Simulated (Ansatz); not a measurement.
Born–Oppenheimer molecular dynamics of CH5FGeO (9 atoms, charge 0, multiplicity 1). It starts from a relaxed structure.

Level of theory: RKS B3LYP-D4/def2-SVP in Ansatz.

```yaml
ensemble: NVE (velocity Verlet)
time_step: 1 fs
steps_asked: 150
starting_velocities_drawn_for: 3000 K
seed: 893396
```

First frame:

```xyz
9
Properties=species:S:1:pos:R:3
Ge -0.012 -0.112 -0.170
F -0.122 -0.255 1.574
C 1.855 0.008 -0.667
H 2.406 -0.868 -0.294
H 1.952 0.058 -1.762
H 2.283 0.921 -0.227
O -0.758 1.440 -0.603
H -1.690 1.504 -0.357
H -0.827 -1.304 -0.712
```

(1) How far do the bonds stretch over the last three quarters of this one trajectory? (Pairs bonded in most of those frames.)

## Answers

(1) 
```tsv
bond	mean (Å)	spread (Å)	shortest	longest
Ge1–F2	1.778	0.085	1.64	1.90
Ge1–C3	1.957	0.053	1.89	2.05
Ge1–O7	1.821	0.158	1.60	2.05
Ge1–H9	1.555	0.044	1.49	1.63
C3–H4	1.114	0.019	1.08	1.16
C3–H5	1.132	0.076	1.00	1.26
C3–H6	1.115	0.035	1.05	1.17
O7–H8	0.983	0.061	0.89	1.07
```

Mean temperature of the second half: 1610 K. The conserved energy wandered by up to 6.1 meV per atom (net 4.5 meV per atom), which is poor conservation. Over the second half the temperature averaged 0.54 of the 3000 K drawn at the start: a run that starts near a minimum puts about half its kinetic energy into the potential. A run of 0.15 ps of so small a system gives no equilibrium averages.

Run time: 6 min on 2 threads of Arm Neoverse V1, with other jobs on the host, peak memory 0.22 GiB.
